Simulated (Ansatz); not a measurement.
A structure relaxed at r2SCAN-D4/def2-SVP in Ansatz, charge 1, singlet:

Cartesian coordinates in Å:
```
Li 1.069 2.664 -6.329
Li -0.375 -0.996 2.066
Li 0.271 0.926 -2.111
Li -0.944 -2.526 6.404
Br -0.093 -0.070 -0.045
Br 0.730 1.821 -4.262
Br -0.658 -1.819 4.277
```

(1) Give its formula.

(2) Summarise the bond lengths by kind (pairs closer than 1.2 times the sum of covalent radii, bridged metal pairs left out).

Answers

(1) Li₄Br₃⁺.

(2) 6 × Br–Li 2.26 to 2.38 Å.

Another isomer (singlet) lies 1.12 eV lower at PBE0-D4/def2-TZVP; other spin states weren't run for this one.
